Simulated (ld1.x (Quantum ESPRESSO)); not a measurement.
# copper: one change to a PAW potential, before and after

* Element: copper (Cu)
* Generator: ld1.x (Quantum ESPRESSO) 7.5
* Type: PAW
* Functional: PBEsol
* Relativity: scalar-relativistic
* Frozen core: [Ar]
* Valence charge: 11
* Reference configuration: 3d10 4s1 4p0
* Partial waves: 4s (bound): rcut 1.65, rcutus 2.30 bohr; 4s channel at 1.05 Ry: rcut 1.65, rcutus 2.30 bohr; 4p (bound, empty): rcut 2.05, rcutus 2.80 bohr; 4p channel at 2.1 Ry: rcut 2.05, rcutus 2.80 bohr; 3d (bound): rcut 1.40, rcutus 1.55 bohr; 3d channel at 0.05 Ry: rcut 1.40, rcutus 1.55 bohr
* Local potential: all-electron potential smoothed inside 2.60 bohr (lloc = -1)
* Core correction: Bessel-smoothed model core, default radius (core density twice the valence density)
* Augmentation charge: BESSEL, radius 1.15 bohr

Change: waves 3d (bound): rcut 1.40, rcutus 2.04 bohr; 3d channel at 0.05 Ry: rcut 1.40, rcutus 2.04 bohr.

Cutoffs: the cutoffs (Ry, on a coarse ladder) from which the occupation-weighted sum of valence levels, in a spherical-Bessel basis at the reference potential, stays within 10 and 1 mRy of its value at 400 Ry; they do not see the model core or the augmentation charge, which bear on the density cutoff. Errors are all-electron minus pseudo energies relative to the spin-unpolarised reference configuration.

Problem. What does the change do?

Solution. The potential gets softer (45 Ry and 80 Ry → 25 Ry and 40 Ry); the number of tests that count goes from 7 to 6; of the 6 tests that both files solve, the error grows in 3 and shrinks in 0 by more than 15 % and 0.3 meV (median size 34.4 → 38.1 meV); neither file shows a bound ghost at the reference potential, the only one tested. A larger radius leaves more room for a smooth pseudo-wave, so fewer plane waves are needed. More of the atom is replaced by a form fitted at one configuration, so other configurations suffer.

| quantity | base | changed |
| --- | --- | --- |
| cutoff, loose | 45 Ry | 25 Ry |
| cutoff, tight | 80 Ry | 40 Ry |
| loose cutoff by channel (10 mRy a level) | s 6 Ry, d 40 Ry | s 6 Ry, d 18 Ry |
| bound ghosts | none | none |
| tests counted (converged, no solver errors) | 7 of 7 | 6 of 7 |
| error for 3d10 4s0 4p0, meV [ΔE 8.10 eV] | -9.0 | -12 |
| error for 3d9 4s0 4p0, meV [ΔE 29.42 eV] | -60 | -64 |
| error for 3d10 4s0 4p1, meV [ΔE 4.17 eV] | -3.5 | -4.6 |
| error for 3d9 4s1 4p1, meV [ΔE 6.86 eV] | -67 | -71 |
| error for 3d9 4s1 4p0, meV [ΔE 11.61 eV] | -63 | -65 |
| error for 3d10 4s0.5 4p0, meV [ΔE 3.15 eV] | -2.1 | -2.8 |
| s: phases at 3.05 bohr within 0.05 rad from the reference energy up to (Ry; the scan ends near 5) | to the end of the scan | to the end of the scan |
| p: phases at 3.05 bohr within 0.05 rad from the reference energy up to (Ry; the scan ends near 5) | 3.5 | 3.5 |
| d: phases at 3.05 bohr within 0.05 rad from the reference energy up to (Ry; the scan ends near 5) | 4.5 | 4.4 |
| lowest overlap eigenvalue by channel | s 0.41, p 0.67, d 1.00 | s 0.41, p 0.67, d 0.61 |

Changed file: Tests not counted: 3d8 4s0 4p0 (solver errors, printed error -928 eV).
